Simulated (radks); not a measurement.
Spherical jellium clusters: N electrons in a uniform positive sphere of charge N and radius rs N^(1/3), rs = 4.34 bohr. Calculated with a radial shooting solver with Libxc functionals: non-relativistic Kohn-Sham, LDA (Slater exchange, Perdew-Wang correlation), spin-polarised, spherical densities. Levels are named by radial order and angular momentum (1s, 1p, 1d, 2s, ...), and open shells are averaged over m. Each electron was tried in the lowest free levels, single moves between levels near the top were tried too, and the lowest total energy was kept; such a search can miss a lower state. Give the order in which the levels fill up to N = 43, the shell closures and the spin along the way.

Answer. Shells are first occupied in the order 1s, 1p, 1d, 2s, 1f, 2p, 1g. Open shells at each N (closed shells left out): 1: 1s(up 1, down 0); 2: none; 3: 1p(up 1, down 0); 4: 1p(up 2, down 0); 5: 1p(up 3, down 0); 6: 1p(up 3, down 1); 7: 1p(up 3, down 2); 8: none; 9: 1d(up 1, down 0); 10: 1d(up 2, down 0); 11: 1d(up 3, down 0); 12: 1d(up 4, down 0); 13: 1d(up 5, down 0); 14: 1d(up 5, down 1); 15: 1d(up 5, down 2); 16: 1d(up 5, down 3); 17: 1d(up 5, down 4); 18: none; 19: 2s(up 1, down 0); 20: none; 21: 1f(up 1, down 0); 22: 1f(up 2, down 0); 23: 1f(up 3, down 0); 24: 1f(up 4, down 0); 25: 1f(up 5, down 0); 26: 1f(up 6, down 0); 27: 1f(up 7, down 0); 28: 1f(up 7, down 1); 29: 1f(up 7, down 2); 30: 1f(up 7, down 3); 31: 1f(up 7, down 4); 32: 1f(up 7, down 5); 33: 1f(up 7, down 6); 34: none; 35: 2p(up 1, down 0); 36: 2p(up 2, down 0); 37: 2p(up 3, down 0); 38: 2p(up 3, down 1); 39: 2p(up 3, down 2); 40: none; 41: 1g(up 1, down 0); 42: 1g(up 2, down 0); 43: 1g(up 3, down 0). All shells are closed at N = 2, 8, 18, 20, 34, 40 (there: 1s2 1p6 1d10 2s2 1f14 2p6). Largest 2S: 7, at N = 27.
